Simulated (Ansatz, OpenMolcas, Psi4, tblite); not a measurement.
# SnSe (SMILES [Se][Sn]): the energy, rung by rung

SnSe: 2 atoms, total charge 0, spin state singlet. SMILES: `[Se][Sn]`. Geometry: relaxed at PBE0-D4/def2-TZVP.

```jsonl
{"atom": "Se", "x (Å)": "0.0000", "y (Å)": "0.0000", "z (Å)": "0.0065"}
{"atom": "Sn", "x (Å)": "0.0000", "y (Å)": "0.0000", "z (Å)": "2.3318"}
```

Each level gives the energy change with the Se1–Sn2 bond stretched from 2.325 to 2.674 Å (eV). The values are calculated.

```json
{"level": "GFN1-xTB", "kind": "semi-empirical", "program": "tblite", "value (eV)": "0.88", "less CCSD(T)/def2-TZVP": "+0.18", "CPU time (all runs)": "under 2 s"}
{"level": "SVWN5/def2-TZVP (core potential) (restricted)", "kind": "LDA", "program": "Ansatz", "value (eV)": "0.76", "less CCSD(T)/def2-TZVP": "+0.06", "CPU time (all runs)": "6.8 s"}
{"level": "PBE/def2-TZVP (core potential) (restricted)", "kind": "GGA", "program": "Ansatz", "value (eV)": "0.59", "less CCSD(T)/def2-TZVP": "-0.11", "CPU time (all runs)": "10 s"}
{"level": "r2SCAN/def2-TZVP (core potential) (restricted)", "kind": "meta-GGA", "program": "OpenMolcas", "value (eV)": "0.74", "less CCSD(T)/def2-TZVP": "+0.04", "CPU time (all runs)": "54 s"}
{"level": "BHLYP/def2-TZVP (core potential) (restricted)", "kind": "global hybrid", "program": "Ansatz", "value (eV)": "0.88", "less CCSD(T)/def2-TZVP": "+0.18", "CPU time (all runs)": "13 s"}
{"level": "wB97X-V/def2-TZVP (core potential) (restricted)", "kind": "range-separated hybrid", "program": "Psi4", "value (eV)": "1.00", "less CCSD(T)/def2-TZVP": "+0.30", "CPU time (all runs)": "72 s"}
{"level": "B2PLYP/def2-TZVP (core potential) (restricted)", "kind": "double hybrid", "program": "Ansatz", "value (eV)": "0.65", "less CCSD(T)/def2-TZVP": "-0.05", "CPU time (all runs)": "19 s"}
{"level": "RPA@PBE/def2-TZVP (core potential) (restricted)", "kind": "RPA", "program": "Ansatz", "value (eV)": "0.61", "less CCSD(T)/def2-TZVP": "-0.09", "CPU time (all runs)": "19 s"}
{"level": "CCSD(T)/def2-TZVP (core potential) (restricted)", "kind": "coupled cluster or CI", "program": "Ansatz", "value (eV)": "0.70", "less CCSD(T)/def2-TZVP": "0.00", "CPU time (all runs)": "26 s"}
```

CCSD(T)/def2-TZVP (core potential) (restricted) is the highest level here, not the true value. Its T1 diagnostic reaches 0.033, a sign that one reference may not serve. The first shape isn't each level's own minimum. The values span 0.59 to 1.00 eV. In the correlated wave-function rows the outer d shell of Se, Sn is correlated, in sets not made for it. Times are those of the runs behind each value, whatever else they computed, on shared processors of several kinds: orders of magnitude only.
